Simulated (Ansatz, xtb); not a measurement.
# Two structures of CuH6NOSi2

We compare I, `N[SiH2]O[SiH2][Cu]`, a singlet, with II, a singlet given by its coordinates. Both are isolated molecules in the gas phase, relaxed with B3LYP/6-31G*; the shapes shown needn't be the lowest conformers.

I (Å):

```xyz
11

Cu   -3.2674   -1.4150   -0.1967
N     1.6583   -0.6365   -0.8730
O    -0.4503   -2.5376   -0.6482
Si   -0.0247   -0.9302   -0.6427
Si   -2.0273   -3.1066   -0.4448
H     2.3056   -0.8919   -0.1356
H     2.0685   -0.8235   -1.7811
H    -0.3913   -0.3261    0.6658
H    -0.7378   -0.2262   -1.7416
H    -2.3527   -3.9421   -1.6425
H    -2.0125   -4.0386    0.7255
```

II (Å):

```yaml
atoms:
  - { symbol: Cu, position_ang: [2.2728, 1.7851, -3.7295] }
  - { symbol: N, position_ang: [1.5555, -0.4391, -1.6196] }
  - { symbol: O, position_ang: [-0.5523, 1.2319, -2.5981] }
  - { symbol: Si, position_ang: [0.0348, -0.3222, -2.4612] }
  - { symbol: Si, position_ang: [0.3941, 2.5452, -3.0739] }
  - { symbol: H, position_ang: [2.2599, 0.1640, -2.0455] }
  - { symbol: H, position_ang: [1.5540, -0.2831, -0.6152] }
  - { symbol: H, position_ang: [-0.9656, -1.1314, -1.7264] }
  - { symbol: H, position_ang: [0.2840, -0.8586, -3.8230] }
  - { symbol: H, position_ang: [-0.3735, 3.2896, -4.1170] }
  - { symbol: H, position_ang: [0.5211, 3.4620, -1.8985] }
```

Close contacts (Å): Cu1–Si5 2.13, N2–Si4 1.74, O3–Si4 1.67, O3–Si5 1.69, Cu1–H6 2.34, N2–H6 1.02, N2–H7 1.02, Si4–H8 1.48, Si4–H9 1.48, Si5–H10 1.49, Si5–H11 1.50.

Energies in hartree; the thermal terms are from B3LYP/6-31G* harmonic frequencies (ideal gas, rigid rotor, one conformer each, 298.15 K, 1 atm) and include the zero-point energy:

```
                               I            II
E, CCSD(T)/def2-SVP  −2350.158807  −2350.156484
    E, MP2/def2-SVP  −2350.123941  −2350.121508
  E, MP2/def2-TZVPP  −2351.364126  −2351.359598
  zero-point energy      0.066689      0.067220
       H(298 K) − E      0.075959      0.076049
       G(298 K) − E      0.032194      0.033818
```

Q: Correct the CCSD(T) difference for the basis set by the MP2 change, then work out ΔE, ΔE₀, ΔH and ΔG for I → II in kcal/mol (1 Eh = 627.51 kcal/mol) and the equilibrium ratio [II]/[I].

A: 1. Differences II − I: CCSD(T) +0.002323, MP2 in the small set +0.002433, MP2 in the large set +0.004528 Eh.
2. ΔE = +0.002323 + (+0.004528 − (+0.002433)) = +0.004418 Eh = +2.77 kcal/mol.
3. ΔE₀ = ΔE + ΔZPE = +0.004418 + (+0.000531) Eh = +3.11 kcal/mol.
4. ΔH = ΔE + (+0.000090) Eh = +2.83 kcal/mol.
5. ΔG = ΔE + (+0.001624) Eh = +3.79 kcal/mol, so ΔS = (ΔH − ΔG)/T = −13.5 J/(mol K).
6. kT = 0.9442 mEh, so K = [II]/[I] = exp(−ΔG/kT) = exp(−6.40) ≈ 0.0017.

Structure I is favoured at this temperature. An error of 1 kcal/mol in ΔG would change K by a factor of 5.4. B3LYP/6-31G* gave ΔE the other sign. Large T1 diagnostics make the coupled-cluster value less sure. Mirror images and further conformers aren't counted.

Other levels gave ΔE = −0.7 (B3LYP/6-31G*); +4.5 (HF/def2-SVP); +1.5 (MP2/def2-SVP); +1.5 (CCSD(T)/def2-SVP) kcal/mol. The correlated steps freeze 17 core orbitals; the last core shell of Cu is correlated, in a basis made for valence electrons. Programs: Ansatz 0.2.0.
